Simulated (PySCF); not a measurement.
PbCl, SMILES [Cl][Pb+] (connectivity only; charge and spin as stated), charge +1, multiplicity 1. Geometry: PBE0-D3(BJ)/def2-TZVP. The spin state was assumed, not searched. The def2 effective core potentials stand for the cores of Pb; spin–orbit coupling is left out.

Calculation: PBE0-D3(BJ)/def2-TZVP (PySCF).

Harmonic wavenumbers (cm⁻¹): 386. Rotational constants (GHz): 3.024 (linear); symmetry number 1.

Q: Work out the zero-point energy and the ideal-gas rigid-rotor harmonic-oscillator thermochemistry at 298.15 K and 1 atm.

A: ZPE = ½ Σ hcν = ½ × 386 cm⁻¹ = 2.31 kJ/mol. H − E(el) = 11.84 kJ/mol. Entropy in J/(mol K): translation 177.24, rotation 71.73, vibration 4.24, total 253.21. G − E(el) = -63.66 kJ/mol. Cp = 35.37 J/(mol K).
